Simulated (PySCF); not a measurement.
Computed shifts of a molecule C3H8GeO, PySCF with KT2/pcSseg-1, GIAO, gas phase, equivalent atoms averaged, in ppm (number of nuclei): ¹³C: 146.7 (1), 103.7 (1), 17.5 (1). ¹H: 6.57 (1), 5.45 (3), 5.37 (1), 1.95 (3). References: ¹³C against TMS (σ = 185.1 ppm); ¹⁷O against H2O (σ = 330.4 ppm); ⁷³Ge against GeH4 (σ = 1669.3 ppm); ¹H against TMS (σ = 31.47 ppm), references at their B3LYP-D3(BJ)/def2-TZVP geometries, non-relativistic. Geometry optimised at B3LYP-D3(BJ)/def2-SVP. One conformer was computed; it need not be the lowest.

Pick the molecule that these values belong to.
(A) C/C=C/[O][GeH3]
(B) OC1[CH2][GeH2][CH2]1
(C) [OH][GeH2][CH]1CC1
(D) C[C@@H]1[CH2][GeH2][O]1

A, C/C=C/[O][GeH3]
